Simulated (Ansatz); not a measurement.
Ideal-gas functions of CH5BS2, SMILES `CSBS` at 298.15 K and 1 bar, from an Ansatz frequency run at PBE0-D4/def2-TZVP.

Molar mass 92.0 g/mol, point group Cs (symmetry number 1), electronic degeneracy 1, moments of inertia 26.13, 270.759, 293.678 u Å². Harmonic wavenumbers (cm⁻¹, unscaled): 51, 135, 167, 289, 416, 660, 738, 799, 852, 891, 966, 994, 1119, 1348, 1468, 1471, 2647, 2690, 3076, 3170, 3175.

Use S(trans) = R[1.5 ln M + 2.5 ln T − 1.1517]; rotational temperatures θ = 24.2544 K / I; S(rot) = R[ln(√π/σ · √(T³/θAθBθC)) + 1.5]; for each mode x = 1.438777 ν̃/T, S = R[x/(eˣ − 1) − ln(1 − e⁻ˣ)] and H = RT x/(eˣ − 1); 1 cm⁻¹ = 0.0119627 kJ/mol; R = 8.31446 J/(mol·K).

Q: By hand: the entropy, in J/(mol·K).

A: Translation 165.2. Rotation: θ = 0.9282, 0.0896, 0.0826 K, giving 109.0. Vibration, mode by mode: 19.99, 12.02, 10.33, 6.19, 3.79, 1.49, 1.11, 0.87, 0.71, 0.61, 0.45, 0.40, 0.24, 0.09, 0.06, 0.06, 0.00, 0.00, 0.00, 0.00, 0.00, in all 58.4. Electronic 0.0. Sum 332.6 J/(mol·K).

Q: By hand: H − E and G − E in kJ/mol, counted from the electronic energy.

A: Zero-point energy ½ × 27122 × 0.0119627 = 162.2; thermal vibration 8.9; translation, rotation and pV give 4 RT = 9.9. H − E = 181.0 kJ/mol, and G − E = 181.0 − 298.15 × 332.6/1000 = 81.8 kJ/mol.

Vibration gives 18 % of the entropy, 32.0 J/(mol·K) of it from the modes under 150 cm⁻¹: soft modes count most, and the harmonic formula is weakest for them. The sum counts one conformer and one mirror image; others add a mixing term.
